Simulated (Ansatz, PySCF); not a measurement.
Pair of molecules: HF (SMILES F) (first 2 atoms) with C2H2 (SMILES C#C); geometry from B3LYP-D3(BJ)/def2-TZVP, rigid monomers moved along the line of their centres of mass till H2···C3 is 2.52 Å.
(charge 0, multiplicity 1):
| atom | x (Å) | y (Å) | z (Å) |
|---|---|---|---|
| F | -0.0325 | -0.0116 | 0.3487 |
| H | -0.0182 | -0.0044 | 1.2833 |
| C | 0.2599 | -0.5340 | 3.7281 |
| C | -0.2253 | 0.5616 | 3.7272 |
| H | 0.6909 | -1.5066 | 3.7371 |
| H | -0.6561 | 1.5344 | 3.7343 |

Interaction energies are E(AB) − E(A) − E(B) at the monomers' geometry in the complex; basis-set methods are counterpoise corrected.

Frozen-core correlation. CBS: X⁻³ extrapolation of the correlation energy, Hartree–Fock from the larger set.

The values were computed with Ansatz (Gaussian orbitals); PySCF for the dispersion terms. Values without a source in brackets are computed.

PBE/def2-TZVPPD gives -17.3 kJ/mol for the interaction energy.

**Question.** Where do these levels fall relative to PBE: PBE-D3(BJ)/def2-TZVPPD, r2SCAN/def2-TZVPPD, B3LYP/def2-TZVPPD, wB97M-V/def2-TZVPPD, MP2/CBS(aug-cc-pVDZ, aug-cc-pVTZ), CCSD(T)/CBS(aug-cc-pVDZ, aug-cc-pVTZ).

**Answer.** PBE-D3(BJ)/def2-TZVPPD -2.1; r2SCAN/def2-TZVPPD -0.8; B3LYP/def2-TZVPPD 2.2; wB97M-V/def2-TZVPPD -0.3; MP2/CBS(aug-cc-pVDZ, aug-cc-pVTZ) 0.7; CCSD(T)/CBS(aug-cc-pVDZ, aug-cc-pVTZ) 0.7 kJ/mol. 3 of 6 lie above PBE; the widest gap is to B3LYP/def2-TZVPPD.

Ansatz is a first-principles code.
